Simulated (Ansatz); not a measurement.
The same path of BrH + CH4BFO (10 atoms, charge 0, multiplicity 1) was run 3 times with different band settings. Lost on the way: Br9–H10. Made: B1–Br9, O2–H10.

The calculation used RKS LDA/def2-SVP (Ansatz 0.2.0).

Relaxed end points:

```xyz
10
Properties=species:S:1:pos:R:3
B -0.063 -0.418 -0.018
O -0.460 0.206 1.130
H -1.267 -0.172 1.537
C 1.192 0.048 -0.789
H 1.985 -0.728 -0.704
H 0.974 0.147 -1.873
H 1.596 1.005 -0.398
F -0.810 -1.444 -0.418
Br 1.137 2.811 1.832
H 0.325 1.599 1.615
```

```xyz
10
Properties=species:S:1:pos:R:3
B 0.051 0.443 0.039
O 0.143 -0.028 1.606
H -0.725 -0.477 1.746
C 1.352 0.049 -0.730
H 1.450 -1.057 -0.796
H 1.311 0.444 -1.767
H 2.269 0.455 -0.255
F -1.131 -0.112 -0.344
Br -0.161 2.453 0.405
H 0.049 0.887 2.011
```

Common settings: spring 5.0 eV/Å²; optimiser quadratic models (default); start path through a guess of the saddle point; force threshold 0.03 eV/Å; iteration limit 60; end points relaxed.

| run | movable images | climbing image |
| --- | --- | --- |
| 1 | 5 | yes |
| 2 | 2 | yes |
| 3 | 6 | no |

(1) What does each run give, and how far can it be trusted?

Answers

(1) Run 1: converged after 18 iterations, highest image 0.491 eV above the first end. A vibrational analysis at the climbing image gives one clearly imaginary mode, 563i cm⁻¹: a first-order saddle point.
Run 2: converged after 20 iterations, highest image 0.491 eV above the first end. Another band between the same ends (5 images) ends at a top of the same energy, where a vibrational analysis finds 1 clearly imaginary mode. So few images can step over the top or miss a turn of the path.
Run 3: converged after 18 iterations, highest image 0.338 eV above the first end. No image climbed, so the highest image needn't sit at the top of the path.
The orbitals stay closed-shell, which can raise the energy where a bond breaks towards radicals; this wasn't checked here.
